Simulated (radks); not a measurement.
The mean radii <r> (bohr) of the occupied orbitals of an atom or ion are listed with their occupations. All-electron calculation, scalar-relativistic Kohn-Sham, r2SCAN, spin-polarised, spherical densities, finite nucleus; meta-GGA in the generalised Kohn-Sham scheme; Fermi nuclear charge, rms radius of each element as measured or else 0.836 A^(1/3) + 0.57 fm. Program: a radial shooting solver on a logarithmic mesh with Libxc functionals.

| orbital | occ. | <r> |
|---|---|---|
| 1s up | 1 | 0.04030 |
| 1s down | 1 | 0.04030 |
| 2s up | 1 | 0.1777 |
| 2s down | 1 | 0.1777 |
| 2p up | 3 | 0.1551 |
| 2p down | 3 | 0.1551 |
| 3s up | 1 | 0.5094 |
| 3s down | 1 | 0.5094 |
| 3p up | 3 | 0.5180 |
| 3p down | 3 | 0.5180 |
| 3d up | 5 | 0.5253 |
| 3d down | 5 | 0.5253 |
| 4s up | 1 | 1.461 |
| 4s down | 1 | 1.462 |
| 4p up | 3 | 1.726 |
| 4p down | 3 | 1.719 |
| 5s up | 1 | 5.219 |

Name the element and its charge. Open shells, if any, are filled with parallel spins first.

Answer. Z = 37, rubidium, charge 0: Rb in [Kr] 5s1. The 1s radius gives Z: for a bare nucleus <r> = (2 gamma + 1)/(2Z) with gamma = sqrt(1 - (Z/c)^2), 0.03954 bohr for Z = 37, and screening makes it slightly larger (0.04030 here). The occupations add up to 37, and the charge is Z minus that.
